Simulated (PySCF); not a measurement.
**Orbital picture of GaO⁻**

PBE0 at R = 1.731 Å; Ga aug-cc-pVDZ-PP with ECP10, O aug-cc-pVDZ; scalar-relativistic core potentials (PySCF 2.14). State: ¹Σ⁺ (singlet), closed shell. Only the outer orbitals are listed, counted within each symmetry, core potentials removing the inner ones.

```tsv
orbital	occ.	ε (eV)	on Ga (%)	main shells (%)
6σ	2	-4.18	59	58 Ga s, 38 O p
3π	2	-1.23	13	86 O p, 12 Ga p
3π	2	-1.23	13	86 O p, 12 Ga p
7σ	2	-0.60	60	38 O p, 36 Ga s, 24 Ga p
4π	0	3.10	100	99 Ga p
4π	0	3.10	100	99 Ga p
8σ	0	3.11	87	80 Ga p, 18 O s
```

Which are the highest filled and the lowest empty level, where do they sit, and how wide is the gap?

Highest filled 7σ at -0.60 eV (in %: 38 O p, 36 Ga s, 24 Ga p); lowest empty 4π at 3.10 eV (in %: 99 Ga p); the gap at PBE0 is 3.70 eV. An empty level above zero is unbound, and its energy depends on the basis.

| Item | Value |
| --- | --- |
| bond order (Mayer) | 1.39 |
| ⟨S²⟩ | 0.000 |
| charge on Ga (Mulliken, basis-dependent) | 0.06 |
| charge on Ga (Löwdin, basis-dependent) | 0.09 |
| dipole moment (positive dipole points towards O; it is taken about the centre of mass and depends on that origin) | -3.19 D |
| polarisability along the bond | 93.3 bohr³ |
| polarisability across the bond | 72.5 bohr³ |
